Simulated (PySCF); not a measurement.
## Mayer bond orders and bond lengths

C9H8N3 (charge -1).
Atom-mapped SMILES: `[cH:1]1[cH:2][c:3]([CH:4]2[CH2:5][CH2:6]2)[c:7]2[n:8][n:9][n-:10][c:11]2[cH:12]1` (hydrogens: H13 on C1; H14 on C2; H15 on C4; H16, H17 on C5; H18, H19 on C6; H20 on C12)

Geometry (GFN2-xTB, Å), atoms numbered from 1 in this order:
```
atom  x, y, z in Å
C1     2.187   -1.383    0.454
C2     0.810   -1.409    0.717
C3    -0.047   -0.414    0.290
C4    -1.498   -0.488    0.570
C5    -2.491   -0.065   -0.480
C6    -2.308    0.766    0.749
C7     0.527    0.647   -0.424
N8     0.015    1.771   -0.980
N9     1.020    2.415   -1.528
N10    2.176    1.810   -1.385
C11    1.937    0.675   -0.690
C12    2.768   -0.354   -0.247
H13    2.800   -2.203    0.816
H14    0.407   -2.249    1.276
H15   -1.779   -1.341    1.185
H16   -2.087    0.335   -1.396
H17   -3.400   -0.642   -0.596
H18   -1.785    1.701    0.619
H19   -3.089    0.775    1.499
H20    3.832   -0.337   -0.451
```

Bond orders from the PBE0/pcSseg-1 density (PySCF). Isolated species at its GFN2-xTB geometry (one conformer only). The pcSseg-1 basis has no diffuse functions, a weakness for an anion.

Q: Where do the orders between heavy atoms depart from those drawn in the SMILES?

A: The largest departure is 0.328, at C11–C7 (drawn aromatic, 1.172), counting aromatic bonds as 1.5. The bonds drawn aromatic range from 1.17 to 1.51.

Q: Set the Mayer orders of the bonds between heavy atoms beside their lengths.

A: 
```
   bond  drawn as  length (Å)  Mayer order
  C1–C2  aromatic       1.403        1.355
  C2–C3  aromatic       1.381        1.492
  C3–C4    single       1.479        1.019
  C4–C5    single       1.506        0.935
  C5–C6    single       1.494        0.981
  C3–C7  aromatic       1.402        1.223
  C7–N8  aromatic       1.354        1.332
  N8–N9  aromatic       1.314        1.377
 N9–N10  aromatic       1.313        1.388
N10–C11  aromatic       1.352        1.355
C11–C12  aromatic       1.394        1.330
 C12–C1  aromatic       1.374        1.508
  C6–C4    single       1.504        0.945
 C11–C7  aromatic       1.435        1.172
```

Bonds between the same two heavy elements. C–C: lowest C4–C5 (0.935, 1.506 Å), highest C12–C1 (1.508, 1.374 Å); in 1 of the 45 pairs the longer bond (by over 0.003 Å) has the higher order (by 0.02 or more). C–N: lowest C7–N8 (1.332, 1.354 Å), highest N10–C11 (1.355, 1.352 Å). N–N: all 2 within 0.02 of one another (1.377 to 1.388).

Q: And the bonds to hydrogen?

A: C–H: 0.93 to 0.96 (8 bonds).

Q: Sum the orders of all bonds at each heavy atom with more than one neighbour and set the sums beside the valence in the SMILES.

A: C1 3.822 (drawn 4), C2 3.802 (drawn 4), C3 3.734 (drawn 4), C4 3.853 (drawn 4), C5 3.815 (drawn 4), C6 3.815 (drawn 4), C7 3.727 (drawn 4), N8 2.709 (drawn 3), N9 2.765 (drawn 3), N10 2.743 (drawn 2), C11 3.857 (drawn 4), C12 3.785 (drawn 4). Orders between atoms that aren't bonded are not in these sums.

The Mayer order sums products of elements of PS (density times overlap matrix) between the two atoms' basis functions, so it depends on the basis set.

These values come from a run that also computed NMR shieldings. Rough CPU time on one thread of a shared machine: about 2.7 min.
